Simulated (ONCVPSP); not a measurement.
Transferability test, ONCV potential for C (Z = 6)

ONCVPSP 4.0.1 input, shortened (lines: element, Z, core and valence counts, functional; n l f; lmax; l rc ep ncon nbas qcut; lloc lpopt rc5 dvloc0; l nproj debl; icmod fcfact rcfact), PBE, scalar-relativistic:

```
  C 6.00    1    1        4      upf
    1    0    2.00
    2    0    2.00
    2
    0    0.95    0.00    4    8    8.90
    1    0.95    0.21    3    7    7.80
    2    1.05    0.25    4    7    9.00
    4    5    0.65   -1.00
    0    2    3.40
    1    2    2.80
    2    3    3.90
    0    0.00    0.00
```

In the p channel the program set the typed energies aside and used 0.050, 2.850 Ha.

Energies are relative to the spin-unpolarised reference configuration 2s2; without spin polarisation the order of configurations can differ from experiment.

Problem. Give the all-electron excitation energy and the error of the potential for: 2s2 2p2; 2s2 2p1; 2s1; 2s1 2p2.

Solution.

| valence configuration | charge | ΔE all-electron (eV) | error AE − PS (meV) |
| --- | --- | --- | --- |
| 2s2 2p2 | 0 | -35.017 | +150 |
| 2s2 2p1 | +1 | -24.156 | +80 |
| 2s1 | +3 | 48.194 | +49 |
| 2s1 2p2 | +1 | -15.402 | +171 |
